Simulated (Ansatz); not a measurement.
`[F][Ge]([F])[SH]` radical. Total charge 0; spin multiplicity 2. The geometry is a stationary point of PBE0-D4/def2-TZVP. It is one conformer, not always the lowest.

```xyz
5

F     1.638    0.141    0.785
Ge    0.415    0.525   -0.386
F    -0.158    2.087    0.095
S    -1.336   -0.835   -0.158
H    -0.560   -1.919   -0.337
```

Question: What is the dipole moment at PBE/def2-TZVPP? (Estimate.)

Answer: Ansatz gave: 2.42 D, with components (-0.26, -1.79, -1.61) D in this frame, pointing from negative to positive charge.

Question: And with r2SCAN, B3LYP, ωB97M-V? (Best estimate.)

Answer: Computed: r2SCAN 2.52 D, B3LYP 2.64 D, ωB97M-V 2.63 D.

Question: Give the Mulliken charges with PBE, B3LYP, r2SCAN in def2-TZVPP. (Estimate.)

Answer: The calculation gave: 
| atom | PBE | B3LYP | r2SCAN |
| --- | --- | --- | --- |
| F1 | -0.30 | -0.35 | -0.34 |
| Ge2 | 0.70 | 0.79 | 0.80 |
| F3 | -0.31 | -0.35 | -0.35 |
| S4 | -0.23 | -0.22 | -0.23 |
| H5 | 0.13 | 0.12 | 0.12 |

B3LYP here is the variant with VWN-RPA as its local correlation; programs differ in this.
